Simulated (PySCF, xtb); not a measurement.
Be(H)(Me) (CH4Be), SMILES [BeH][CH3].

Harmonic wavenumbers (cm⁻¹) from GFN2-xTB run with xtb at its own minimum, in rising order: 280, 280, 550, 550, 740, 1400, 1515, 1515, 2050, 2957, 2957, 2992.

Question: What does PBE0-D3(BJ)/def2-TZVPD (PySCF) give at its own minimum? (An estimate is asked for; the answer gives what the named calculation found.)

Answer: 428, 428, 726, 726, 869, 1229, 1432, 1432, 2124, 3025, 3100, 3100. Paired by order, the mean absolute difference is 126 cm⁻¹ and the zero-point energies are 25.4 and 26.6 kcal/mol.
